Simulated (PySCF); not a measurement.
Shifts of the heteroatoms

Atoms are numbered as in `[CH3:1][N:2]([CH3:3])/[C:4]([SiH3:5])=[P:6]/[PH2:7]`; H(Xn) means a hydrogen on atom n.

Theory: geometry: GFN2-xTB, GIAO PBE0/pcSseg-1 shieldings, in PySCF 2.14.0 with density-fitted response routines (gas phase, rapidly exchanging positions averaged, relativity neglected, one computed conformer).

Problem. Predict the ³¹P NMR data.

Solution. 
```
atoms                  environment  σ (ppm)  δ (ppm)
   P6    phosphorus bonded to C, P    220.9     87.1
   P7  phosphorus bonded to P, 2 H    533.1   -171.5
```

Shieldings were converted by a linear fit to measured shifts: ³¹P (scatter 18.1 ppm rms vs H3PO4, solution or neat liquid). Occasional misses reach two or three times the rms, and more in compound classes unlike the fitted ones.

On a 600 MHz spectrometer ³¹P resonates near 242.9 MHz, so 1 ppm is 242.9 Hz.

Problem. Where does ²⁹Si resonate?

Solution. 
```json
{"atoms": "Si5", "environment": "silicon bonded to C, 3 H", "σ (ppm)": "438.2", "δ (ppm)": "-80.2"}
```

Shieldings were converted by a linear fit to measured shifts: ²⁹Si: δ = 279.94 − 0.822σ (rms 8.9 ppm, 72 shifts, 25.8 ppm with the 6 outliers that the fit left out vs TMS, solution or neat liquid). A few per cent of atoms miss by over 2 rms, more outside the fitted compound classes.

On a 600 MHz spectrometer ²⁹Si resonates near 119.2 MHz, so 1 ppm is 119.2 Hz.

Problem. Where does ¹⁵N resonate?

Solution. 
| atoms | environment | σ (ppm) | δ (ppm) |
| --- | --- | --- | --- |
| N2 | nitrogen bonded to 3 C | 127.8 | -265.8 |

Shieldings were converted by a linear fit to measured shifts: ¹⁵N: δ = -148.07 − 0.921σ (rms 6.3 ppm, 71 shifts vs CH3NO2, solution or neat liquid). Occasional misses reach two or three times the rms, and more in compound classes unlike the fitted ones.

On a 600 MHz spectrometer ¹⁵N resonates near 60.8 MHz, so 1 ppm is 60.8 Hz.
